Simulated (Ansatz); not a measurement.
Isolated molecules relaxed with PBE0-D4/def2-TZVP in Ansatz; ΔE leaves out vibrations. CBS: MP2 limit from def2 TZ/QZ plus the TZ coupled-cluster correction, frozen cores. Each species was taken in one conformer, which may not be the lowest.

Consider the ligand exchange at the Al–C bond: `O/C(S)=[CH]/[AlH2]` + `CC(N)=S` → `CC(=S)[NH][AlH2]` + `C=C(O)S`.

| level | ΔE (eV) |
| --- | --- |
| MP2/def2-TZVPP | -0.67 |
| MP2/CBS(def2) | -0.67 |

Q: What does CCSD(T)/CBS give? (Best estimate.)

A: The calculation gave: -0.70 eV. The listed levels differ from it by 0.03, 0.03 eV.

Largest T1 diagnostic among the species: 0.017.
